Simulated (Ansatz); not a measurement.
A nudged elastic band was laid between two geometries of CH10N2SiSn (15 atoms, charge 0, multiplicity 1).

Method: RKS PBE-D4/def2-SVP in Ansatz.

```json
{"movable images": "7", "climbing image": "yes", "spring": "5.0 eV/Å²", "optimiser": "quadratic models (default)", "start path": "through a guess of the saddle point", "force threshold": "0.05 eV/Å", "iteration limit": "60", "end points": "relaxed"}
```

Image 0:

```xyz
15
Properties=species:S:1:pos:R:3
C -1.385 -0.028 1.662
Sn 0.088 -0.232 0.091
N 1.932 -0.346 1.037
N -0.322 -2.090 -0.776
Si 0.216 1.827 -1.494
H -1.306 -0.898 2.342
H -1.188 0.901 2.230
H -2.407 0.013 1.239
H 2.019 -1.254 1.517
H 2.705 -0.314 0.358
H -1.308 -2.140 -1.074
H 0.233 -2.231 -1.632
H 0.463 3.096 -0.720
H 1.321 1.665 -2.507
H -1.082 1.979 -2.245
```

Image 8:

```xyz
15
Properties=species:S:1:pos:R:3
C -1.502 -0.105 1.548
Sn 0.101 -0.226 0.100
N 1.868 -0.203 1.190
N -0.113 -2.115 -0.767
Si 0.205 1.823 -1.500
H -1.503 -1.025 2.165
H -1.334 0.773 2.201
H -2.483 -0.003 1.044
H 1.977 -1.101 1.685
H 2.688 -0.125 0.573
H -1.074 -2.246 -1.118
H 0.499 -2.221 -1.589
H 1.327 1.682 -2.497
H -1.087 1.937 -2.270
H 0.410 3.105 -0.734
```

Which bonds break or form, and what moves?

No bond is made or broken. The dihedral N3–Sn2–Si5–H13 goes from -61 to 64°.

What energy profile does the band end with?

The run converged. The highest image is number 4 of 0 to 8, 0.015 eV above the ends, which have the same energy within 2 meV. A vibrational analysis at the climbing image gives one clearly imaginary mode, 53i cm⁻¹, and a faint second one (13i cm⁻¹) that may be numerical noise or a soft torsion: probably a first-order saddle point.

```
image  path coordinate (Å)  energy (eV)  dihedral N3–Sn2–Si5–H13 (°)
    0                 0.00        0.000                          -61
    1                 0.60        0.003                          -46
    2                 1.20        0.008                          -31
    3                 1.80        0.012                          -16
    4                 2.40        0.015                           -3
    5                 3.12        0.013                           14
    6                 3.85        0.006                           31
    7                 4.57        0.001                           48
    8                 5.29        0.001                           64
```

What is the geometry of the highest image?


```xyz
15
Properties=species:S:1:pos:R:3
C -1.498 -0.128 1.553
Sn 0.095 -0.233 0.091
N 1.871 -0.212 1.167
N -0.118 -2.124 -0.771
Si 0.197 1.842 -1.484
H -1.582 -1.101 2.074
H -1.254 0.662 2.287
H -2.463 0.111 1.066
H 2.024 -1.126 1.616
H 2.680 -0.056 0.549
H -1.088 -2.270 -1.087
H 0.466 -2.220 -1.614
H 1.452 2.637 -1.233
H 0.185 1.426 -2.933
H -0.988 2.743 -1.251
```

Run time: 4.5 min on 2 threads of Intel(R) Xeon(R) Platinum 8488C (Sapphire Rapids), with other jobs on the host, peak memory 0.21 GiB.
